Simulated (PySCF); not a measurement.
Steps of a relaxation of [Hg(H2O)2]2+

[Hg(H2O)2]2+ (singlet). PySCF 2.14.0, RKS B3LYP, Hg def2-SVP with ECP60, O def2-SVP, H def2-SVP; non-relativistic Hamiltonian with scalar-relativistic core potentials where named; density fitting; no spin-orbit coupling. Origin of the start: template. Columns: position (Å) and force (eV/Å). Energies are counted from the last step; some of the 5 steps are shown. Forces carry noise of the integration grid, about 0.01 to 0.03 eV/Å.

Run from Python with OMP_NUM_THREADS=2. Where DIIS fails, smearing, a level shift and second-order steps follow.
It took 12 s on 2 threads of Arm Neoverse V1, on a shared host, from the converged density of the start.

```xyz
7
step 0  E = 0.066 eV
Hg    0.0000    0.0000    0.0000     0.00    0.00    0.00
O     0.0000    0.0000    2.0600     0.00    0.00   -0.16
H     0.5445    0.5445    2.6500     0.63    0.63    0.08
H    -0.5445   -0.5445    2.6500    -0.63   -0.63    0.08
O     0.0000    0.0000   -2.0600     0.00    0.00    0.16
H     0.5445   -0.5445   -2.6500     0.63   -0.63   -0.08
H    -0.5445    0.5445   -2.6500    -0.63    0.63   -0.08
```

```xyz
7
step 1  E = 0.003 eV
Hg    0.0000    0.0000    0.0000     0.00    0.00    0.00
O     0.0000    0.0000    2.0629     0.00    0.00    0.29
H     0.5708    0.5708    2.6321    -0.06   -0.06   -0.16
H    -0.5708   -0.5708    2.6321     0.06    0.06   -0.16
O     0.0000    0.0000   -2.0629     0.00    0.00   -0.29
H     0.5708   -0.5708   -2.6321    -0.06    0.06    0.16
H    -0.5708    0.5708   -2.6321     0.06   -0.06    0.16
```

```xyz
7
step 3  E = 0.000 eV
Hg    0.0000    0.0000    0.0000     0.00    0.00    0.00
O     0.0000    0.0000    2.0622     0.00    0.00   -0.01
H     0.5726    0.5726    2.6209     0.00    0.00    0.00
H    -0.5726   -0.5726    2.6209     0.00    0.00    0.00
O     0.0000    0.0000   -2.0622     0.00    0.00    0.01
H     0.5726   -0.5726   -2.6209     0.00    0.00    0.00
H    -0.5726    0.5726   -2.6209     0.00    0.00    0.00
```

Where does the relaxation end?

It converges at step 4 in D2d:
```xyz
7
step 4  E = 0
Hg    0.0000    0.0000    0.0000
O     0.0000    0.0000    2.0618
H     0.5726    0.5726    2.6205
H    -0.5726   -0.5726    2.6205
O     0.0000    0.0000   -2.0618
H     0.5726   -0.5726   -2.6205
H    -0.5726    0.5726   -2.6205
```

How did the contacts change?


| contact | start (Å) | end (Å) |
| --- | --- | --- |
| Hg1–O2 (H2O) | 2.060 | 2.062 |
| Hg1–O5 (H2O) | 2.060 | 2.062 |
